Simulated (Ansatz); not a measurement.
Cost and result for the atomization energy of `[F][GeH]([Cl])[Br]` (5 atoms, 4 bonds).

The species carries charge 0 and has multiplicity 1. Correlated methods include outer-core shells of Br, Ge, which these sets cover unevenly. Scalar relativity is left out up to krypton. Geometry: relaxed with PBE0-D4/def2-TZVP. Program: Ansatz. All runs use 4 threads of an Arm Neoverse V2 on a shared host. Times are those of one run each, without the atoms' runs, and a repeat can differ threefold. Electronic energies, without spin–orbit coupling; frozen cores. CCSD(T)/CBS adds CCSD(T) − MP2 in def2-TZVPP to the MP2 limit, and its time is that of the two runs behind it. T1 = 0.010. With those shells the extrapolation isn't a true limit. HSE06 is the plane-wave form, built on full-range PBE exchange.

CCSD(T)/CBS is a level of theory with its own doubt, some kJ/mol a heavy atom from the limit and from the frozen cores, so smaller differences don't rank the functionals.

```json
{"level": "revPBE-D4/def2-TZVPP", "functions": "183", "wall time": "1.4 s"}
{"level": "BLYP-D4/def2-TZVPP", "functions": "183", "wall time": "1.4 s"}
{"level": "BHLYP-D4/def2-TZVPP", "functions": "183", "wall time": "2.4 s"}
{"level": "HSE06-D4/def2-TZVPP", "functions": "183", "wall time": "2.6 s"}
{"level": "CAM-B3LYP-D4/def2-TZVPP", "functions": "183", "wall time": "2.6 s"}
{"level": "r2SCAN-D4/def2-TZVPP (with forces)", "functions": "183", "wall time": "3.4 s"}
{"level": "B2PLYP/def2-TZVPP", "functions": "183", "wall time": "3.4 s"}
{"level": "PBE-QIDH/def2-TZVPP", "functions": "183", "wall time": "3.5 s"}
{"level": "r2SCANh-D4/def2-TZVPP", "functions": "183", "wall time": "4 s"}
{"level": "CCSD(T)/def2-SVP", "functions": "101", "wall time": "4 s"}
{"level": "MP2/def2-QZVPP", "functions": "335", "wall time": "11 s"}
{"level": "CCSD(T)/def2-TZVPP", "functions": "183", "wall time": "66 s"}
{"level": "CCSD(T)/CBS(def2)", "functions": "–", "wall time": "77 s"}
```

Q: What atomization energy does each give, and how far from CCSD(T)/CBS? (Estimate.)

A: Ansatz gave: 
```csv
level,atomization (kJ/mol),difference from CCSD(T)/CBS,per bond
revPBE-D4/def2-TZVPP,1420.7,-41.1,-10.3
BLYP-D4/def2-TZVPP,1416.8,-45.0,-11.2
BHLYP-D4/def2-TZVPP,1371.2,-90.6,-22.6
HSE06-D4/def2-TZVPP,1438.2,-23.6,-5.9
CAM-B3LYP-D4/def2-TZVPP,1427.1,-34.7,-8.7
r2SCAN-D4/def2-TZVPP (with forces),1466.5,4.7,1.2
B2PLYP/def2-TZVPP,1418.2,-43.6,-10.9
PBE-QIDH/def2-TZVPP,1446.3,-15.5,-3.9
r2SCANh-D4/def2-TZVPP,1449.7,-12.1,-3.0
CCSD(T)/def2-SVP,1326.1,-135.7,-33.9
MP2/def2-QZVPP,1503.9,42.1,10.5
CCSD(T)/def2-TZVPP,1419.4,-42.4,-10.6
CCSD(T)/CBS(def2),1461.8,0.0,0.0
```

The D4 term adds +23.5 kJ/mol with B3LYP and +12.2 kJ/mol with PBE0; it sums over pairs of atoms, weighted by their polarisabilities, and B3LYP, whose exchange is more repulsive, gets the larger term. From PBE to PBE0 (25 % exact exchange), in def2-TZVPP and without D4, the atomization energy moves by −32.1 kJ/mol: exact exchange takes away binding that semilocal exchange gives to molecules. In def2-TZVPP, CCSD(T) changes the Hartree–Fock value by +396.8 kJ/mol (the triples alone add +33.5 kJ/mol) and MP2 by +456.5 kJ/mol; breaking electron pairs costs correlation energy, which Hartree–Fock lacks.

B3LYP here is the variant with VWN-RPA as its local correlation; programs differ in this.
